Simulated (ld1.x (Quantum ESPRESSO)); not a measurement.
## gadolinium: RRKJ pseudisation with LDA (PZ), non-relativistic reference atom.

ld1.x (Quantum ESPRESSO) 7.5 input, shortened:

```
&input
   title='Gd', zed=64., rel=0, dft='PZ', iswitch=3,
   config='[Xe] 4f7 5d1 6s2 6p0'
 /
 &inputp
   pseudotype=2, tm=.false., rho0=0.02, lloc=0,
   nlcc=.false.
 /
4
5P  2  1   6.00   0.00  2.10  2.10  0.0
5D  3  2   1.00   0.00  2.70  2.70  0.0
4F  4  3   7.00   0.00  1.15  1.15  0.0
5S  1  0   2.00   0.00  1.45  1.45  0.0
 &test
   configts(1)='4f7 5s2 5p6 5d1 6s2 6p0'
 /
```

Occupied shells without a wave of their own: 6s. They enter only through the test configuration that unscreens the potential.

* Cutoffs needed: 230 Ry and 300 Ry (the cutoffs (Ry, on a coarse ladder) from which the occupation-weighted sum of valence levels, in a spherical-Bessel basis at the reference potential, stays within 10 and 1 mRy of its value at 400 Ry)
* Ghost test: ghost state, extra bound levels that the all-electron valence spectrum of the same l lacks: p at -499.9 eV; a true bound ghost makes a file unfit for plane-wave use (spherical-Bessel basis up to 400 Ry, 20 bohr box)
* Largest excitation error: -258 meV (all-electron minus pseudo) for 4f6 5s2 5p6 5d2 6s2 6p0, out of 7 test configurations
